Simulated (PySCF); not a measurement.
Fill in the blanks.

Compound: [BCl4]- (charge -1).
SMILES: `Cl[B-](Cl)(Cl)Cl`

```csv
property,level,value
point group,PBE0-D3(BJ)/def2-SVP,?
"rotational constants A, B, C",PBE0-D3(BJ)/def2-SVP,"1.561, 1.560, 1.559 GHz"
HOMO energy,PBE0/pcSseg-1,?
LUMO energy,PBE0/pcSseg-1,?
"isotropic shieldings of nuclei other than C and H, by class",GIAO PBE0/pcSseg-1,?
```

Electronic properties: PySCF, gas phase, density fitting. Geometry: PBE0-D3(BJ)/def2-SVP; no solvent, vibrations or thermal averaging. No diffuse functions stand in pcSseg-1, which bears on an anion's orbital energies.

(1) What is the point group?

(2) The isotropic shieldings of nuclei other than C and H, by class?

(3) Give the HOMO energy.

(4) The LUMO energy?

Answers

(1) Td.

(2) 89 (1 B), 789 (4 Cl) ppm.

(3) -3.64 eV.

(4) 6.56 eV.

The rotational constants are those of a spherical top; the small spread among constants that symmetry makes equal is optimisation noise. With B = h/(8π²I), that is 505.379 GHz u Å² over I, the principal moments of inertia are 323.8, 323.9 and 324.1 u Å² (most abundant isotopes); the inertial defect Ic − Ia − Ib is -323.6 u Å² (zero for a rigid planar frame, negative otherwise).
